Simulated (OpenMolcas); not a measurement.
Tc3+ (d4) among equal point charges was computed by CASSCF with the d shell active (OpenMolcas, ANO-RCC-VTZP on the metal). Its lowest spin-free states, and all those of the highest spin:

```
2S+1  Degeneracy  E (cm-1)
   5           2       0.0
   5           2      8100
   5           1      9352
   3           1     18699
   3           2     18706
   3           1     18714
   3           2     19015
   3           1     19056
   3           2     19340
   3           2     21667
   3           2     22172
   3           1     22825
```

Question: Is the site octahedral, tetrahedral or cube-like, axial, or of lower symmetry?

Answer: The states with 2S+1 = 5 have orbital degeneracies 2, 2, 1. There are pairs but no triples, so the site is axial: not cubic, but with a proper or improper axis of order three or more. The run had Tc3+ among 3 point charges of -1 e arranged as a planar triangle (D3h), 1.92 Å from the ion.

An orbital doublet at a regular site is open to a Jahn-Teller distortion, which this geometry leaves out. Without dynamic correlation the repulsion within the d shell is too large (B by tens of per cent), so at a given field states of lower spin stand too high. Point charges give a weaker field than real ligands, and real ions of this kind are as a rule low spin; the high spin found here belongs to the model. Point charges carry no covalency, so the field is a model and not that of real ligands. No measured value stands beside these numbers.
